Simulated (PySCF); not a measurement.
Si(H)(NHSiH3)(Cl)2 (Cl2H5NSi2), SMILES [SiH3]N[SiH](Cl)Cl. The structure is a stationary point at PBE-D3(BJ)/def2-SVP. One conformer was computed; it need not be the lowest.

Computed equilibrium geometry at PBE-D3(BJ)/def2-SVP (PySCF confirms it by a frequency run) as bond lengths and angles (one conformer of several):
Atoms: Si1 Cl2 Cl3 N4 Si5 H6 H7 H8 H9 H10. Bond lengths (Å): Si1–Cl2 2.075, Si1–Cl3 2.080, Si1–N4 1.723, Si1–H6 1.492, N4–Si5 1.771, N4–H7 1.025, Si5–H8 1.503, Si5–H9 1.502, Si5–H10 1.502. Angles (°): Cl2–Si1–Cl3 108.4, Cl2–Si1–N4 105.6, Cl2–Si1–H6 110.2, Cl3–Si1–N4 113.0, Cl3–Si1–H6 106.4, N4–Si1–H6 113.1, Si1–N4–Si5 127.9, Si1–N4–H7 116.3, Si5–N4–H7 115.3, N4–Si5–H8 105.4, N4–Si5–H9 111.9, N4–Si5–H10 111.9, H8–Si5–H9 109.3, H8–Si5–H10 109.5, H9–Si5–H10 108.7.
